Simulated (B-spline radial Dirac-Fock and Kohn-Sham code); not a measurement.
## Cross section and asymmetry of the 4p1/2 subshell of I⁴⁺

System: I⁴⁺, [Kr] 4d10 5s2 5p1. The computed 4p1/2 threshold is 200.7 eV; without correlation, outer thresholds are uncertain by 1 to 2 eV. With an open shell the threshold is an average over the terms of the final ion.

Input file task.json (cfg lists n, l and occupation; rrms is the nuclear radius in fm):

```json
{"items": [{
  "Z": 53,
  "q": 4,
  "cfg": [[1, 0, 2], [2, 0, 2], [2, 1, 6], [3, 0, 2], [3, 1, 6], [3, 2, 10], [4, 0, 2], [4, 1, 6], [4, 2, 10], [5, 0, 2], [5, 1, 1]],
  "A": 127,
  "rrms": 4.75,
  "do": ["binding", "quiet", "photo", "scan"],
  "hv": [88.1, 200, 227.0, 400, 463.0, 869.0, 1253.6, 2000, 4000, 6000, 9000.0, 9750.0, 21100.0, 22162.9, 40000, 63700.0]
}]}
```

Command: `python xray_run.py task.json out`

The computed values come from a radial atomic solver: the independent-particle Dirac-Slater model, thresholds from Dirac-Fock. Interchannel coupling and autoionising resonances are not included, so magnitudes near threshold are approximate.

Question: How do σ and β run from threshold to 400 eV kinetic energy?

Answer: The cross section shows no minimum in this range. It is largest at the lowest energy, 0.118 Mb. β ranges from -0.71 (at 1.5 eV) to 1.48.

| kinetic energy (eV) | σ (Mb) | β |
| --- | --- | --- |
| 1.5 | 0.118 | -0.71 |
| 1.9 | 0.118 | -0.70 |
| 2.3 | 0.118 | -0.69 |
| 2.9 | 0.118 | -0.67 |
| 3.7 | 0.118 | -0.65 |
| 4.6 | 0.118 | -0.63 |
| 5.7 | 0.118 | -0.60 |
| 7.2 | 0.118 | -0.57 |
| 9.0 | 0.118 | -0.54 |
| 11.2 | 0.118 | -0.50 |
| 14.0 | 0.117 | -0.44 |
| 17.5 | 0.117 | -0.38 |
| 21.9 | 0.116 | -0.31 |
| 27.4 | 0.115 | -0.22 |
| 34.2 | 0.115 | -0.12 |
| 42.8 | 0.114 | 0.00 |
| 53.5 | 0.113 | 0.14 |
| 66.9 | 0.111 | 0.31 |
| 83.7 | 0.109 | 0.48 |
| 104.7 | 0.106 | 0.66 |
| 130.9 | 0.101 | 0.83 |
| 163.6 | 0.0953 | 1.00 |
| 204.6 | 0.0880 | 1.15 |
| 255.8 | 0.0797 | 1.28 |
| 319.9 | 0.0702 | 1.39 |
| 400.0 | 0.0598 | 1.48 |
